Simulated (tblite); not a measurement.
Compound: C₈H₈BN₃O₂.
Numbering: `[NH2:1][C:2](=[O:3])[N:4]1[N:5]=[CH:6][c:7]2[cH:8][cH:9][cH:10][cH:11][c:12]2[B:13]1[OH:14]` (hydrogens: H15, H16 on N1; H17 on C6; H18 on C8; H19 on C9; H20 on C10; H21 on C11; H22 on O14)

Computed with GFN2-xTB (tblite), gas phase: L-BFGS steps from a force-field or distance-geometry start until the largest atomic force falls under 0.01 eV/Å.

Step 39: E = -1072.8588 eV
```
atom  x, y, z in Å  |  force x, y, z in eV/Å
N1      3.9035    0.0998   -0.4588    0.001  -0.018   0.003
C2      2.9400   -0.8368   -0.4284    0.010   0.009  -0.009
O3      3.1575   -2.0357   -0.4759    0.003   0.017   0.022
N4      1.6363   -0.3289   -0.3422    0.042   0.029   0.002
N5      1.5654    1.0269   -0.2808    0.057   0.056  -0.004
C6      0.4293    1.6107   -0.1996    0.024  -0.006   0.012
C7     -0.8576    0.9697   -0.1902   -0.023   0.003  -0.005
C8     -2.0382    1.7127   -0.0984   -0.031   0.003  -0.028
C9     -3.2557    1.0693   -0.1190   -0.028  -0.013  -0.016
C10    -3.3128   -0.3157   -0.2570   -0.003   0.019  -0.010
C11    -2.1496   -1.0544   -0.3429   -0.027  -0.001   0.015
C12    -0.9010   -0.4338   -0.2924   -0.026   0.010   0.008
B13     0.4572   -1.1933   -0.3258    0.013  -0.007   0.008
O14     0.5657   -2.5188   -0.3110   -0.032  -0.068  -0.026
H15     3.6289    1.0679   -0.4046    0.011  -0.027  -0.007
H16     4.8641   -0.1853   -0.5235   -0.030   0.025   0.010
H17     0.4823    2.6909   -0.1463   -0.001  -0.015   0.004
H18    -1.9840    2.7903   -0.0203   -0.006  -0.031   0.020
H19    -4.1704    1.6399   -0.0357    0.017  -0.017  -0.020
H20    -4.2743   -0.8094   -0.3006    0.044   0.021   0.023
H21    -2.1869   -2.1278   -0.4531    0.004   0.011   0.033
H22     1.4897   -2.8187   -0.3314   -0.019   0.002  -0.035
```

Step 40: E = -1072.8596 eV
```
atom  x, y, z in Å  |  force x, y, z in eV/Å
N1      3.9034    0.1010   -0.4592   -0.006  -0.015   0.005
C2      2.9393   -0.8346   -0.4258    0.008  -0.013  -0.017
O3      3.1578   -2.0334   -0.4721   -0.006   0.008   0.023
N4      1.6357   -0.3274   -0.3401    0.050   0.014  -0.010
N5      1.5658    1.0288   -0.2804    0.037   0.032   0.001
C6      0.4288    1.6109   -0.2010    0.018  -0.004   0.028
C7     -0.8574    0.9685   -0.1913   -0.021   0.001  -0.001
C8     -2.0373    1.7121   -0.0985   -0.037   0.001  -0.035
C9     -3.2555    1.0696   -0.1225   -0.009  -0.010  -0.001
C10    -3.3122   -0.3161   -0.2562   -0.017   0.028  -0.013
C11    -2.1496   -1.0559   -0.3388   -0.020   0.003   0.005
C12    -0.9009   -0.4349   -0.2924   -0.034   0.012   0.015
B13     0.4570   -1.1938   -0.3266    0.022   0.006   0.010
O14     0.5646   -2.5195   -0.3160   -0.009  -0.058  -0.034
H15     3.6292    1.0694   -0.4066    0.024  -0.027  -0.006
H16     4.8625   -0.1892   -0.5220   -0.021   0.042   0.009
H17     0.4790    2.6907   -0.1447    0.006  -0.001  -0.005
H18    -1.9796    2.7895   -0.0173   -0.021  -0.034   0.012
H19    -4.1694    1.6421   -0.0417    0.018  -0.028  -0.019
H20    -4.2741   -0.8091   -0.2989    0.044   0.018   0.022
H21    -2.1862   -2.1300   -0.4453   -0.002   0.023   0.035
H22     1.4887   -2.8193   -0.3406   -0.025   0.003  -0.024
```

Problem. Estimate the geometry and energy of step 41. (The exact step hangs on the optimiser's Hessian estimate; all steps are aligned on step 40, rigid shifts and turns removed.)

Solution. E = -1072.8604 eV, largest force 0.048 eV/Å
```
atom  x, y, z in Å  |  force x, y, z in eV/Å
N1      3.9041    0.1016   -0.4595   -0.002  -0.020   0.005
C2      2.9395   -0.8328   -0.4238    0.001  -0.028  -0.017
O3      3.1581   -2.0317   -0.4685   -0.011  -0.007   0.021
N4      1.6363   -0.3257   -0.3386    0.033  -0.005  -0.019
N5      1.5667    1.0311   -0.2798    0.007  -0.001   0.005
C6      0.4283    1.6107   -0.2016    0.009   0.000   0.035
C7     -0.8577    0.9674   -0.1922   -0.010   0.002   0.003
C8     -2.0374    1.7114   -0.0991   -0.009   0.003  -0.035
C9     -3.2557    1.0699   -0.1255   -0.004  -0.005   0.008
C10    -3.3123   -0.3160   -0.2557   -0.008   0.020  -0.013
C11    -2.1502   -1.0571   -0.3350   -0.014   0.012  -0.004
C12    -0.9015   -0.4359   -0.2922   -0.013   0.009   0.020
B13     0.4574   -1.1940   -0.3276    0.017   0.021   0.012
O14     0.5629   -2.5203   -0.3211    0.003  -0.023  -0.040
H15     3.6314    1.0699   -0.4084    0.023  -0.007  -0.003
H16     4.8621   -0.1917   -0.5205   -0.008   0.047   0.008
H17     0.4755    2.6902   -0.1434    0.012   0.012  -0.011
H18    -1.9765    2.7880   -0.0145   -0.035  -0.023   0.004
H19    -4.1687    1.6436   -0.0474    0.007  -0.030  -0.017
H20    -4.2736   -0.8085   -0.2971    0.021   0.007   0.019
H21    -2.1862   -2.1315   -0.4376   -0.008   0.024   0.034
H22     1.4870   -2.8192   -0.3490   -0.012  -0.008  -0.015
```

The energy changes by -0.0007 eV. The first-order estimate −F·Δx gives -0.0010 eV and the mean of the old and new forces, exact on a quadratic surface, -0.0007 eV. The step makes an angle of 71° with the force vector and moves no atom by more than 0.009 Å.

The cost below is that of the whole relaxation. On Intel Xeon Platinum 8488C, one thread, no GPU (shared host), this took 0.84 s wall.
